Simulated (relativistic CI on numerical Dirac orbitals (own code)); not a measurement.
## Hyperfine structure of Ca I, mass number 41

Calculated at this level of theory: Dirac-Coulomb-Breit CI, separate exchange-only KLI orbitals for each configuration, model QED (radiative potential, 1s self-energy scaled to tabulated hydrogen-like ionisation energies), valence Slater integrals scaled by 0.85, P86 correlation energy added to each configuration (own radial code, finite nucleus).

Configuration list (outside the closed core [Ar]): 4s2, 4s 4p, 4s 3d, 4s 5s, 3d 4p, 4s 5p, 4s 4d, 4p2, 3d2, 4s 6s, 4s 4f, 4s 6p, 4s 5d, 3d 4d, 4s 5f, 4s 5g. Levels of other configurations are missing.

Nuclear spin I = 7/2, μ = -1.59443 μN, Q = -0.0665 b (tables of Stone and Pyykkö). The electronic factors are computed for point nuclear moments, without core polarisation; leaving it out makes A of s and p electrons in near-neutral atoms 20 to 40 % too small, and it can dominate for d and f shells.

```csv
Level,E (cm⁻¹),A (MHz),B (MHz)
4s 4p 3P°_1,13622.7,-218,2.85
4s 4p 3P°_2,13716.4,-191,-5.6
4s 3d 3D_3,21783.6,-112.9,-4.85
4s 3d 3D_2,21784.3,-74.13,-2.44
4s 3d 3D_1,21784.9,101.5,-1.72
4s 4p 1P°_1,23060.2,-24.89,-3.7
4s 3d 1D_2,23133.7,-22.79,-5.31
4s 5s 3S_1,31772.7,-480,-2.2e-05
```

Levels with J = 0, under 50 % of one LS term, or S terms without an open s electron are left out. Small factors come from cancelling terms and can be off by tens of per cent or more.

For a near-neutral ion this model can misplace configurations by up to about 10,000 cm⁻¹ (more where the count of f electrons changes) and terms by 10 to 25 % of their spread. Rates follow the energies as ν³ (E1, M1) or ν⁵ (E2), so they and the lifetimes can be off by large factors. The fine structure of a lone outer electron comes out too small, for d and f at times inverted, and misplaced configurations move strength between like terms. 28 of the 28 excited levels that our extract of the measured tables holds in this range could be paired (the sources list more); they are missed by 803 cm⁻¹ on average and 1600 at most, and levels without a partner can miss by more.

(1) Give the hyperfine levels of 4s 4p 3P°_1 relative to its centre of gravity.

## Answers

(1) With K = F(F + 1) − I(I + 1) − J(J + 1), E = AK/2 + B[¾K(K + 1) − I(I + 1)J(J + 1)]/[2I(2I − 1)J(2J − 1)]: F = 5/2: 982.4, F = 7/2: 215.9, F = 9/2: -762.2 MHz.

LS names give the leading component of a level, which can be under half, so a name can repeat, a term be missing and a line seem to break the LS rules.
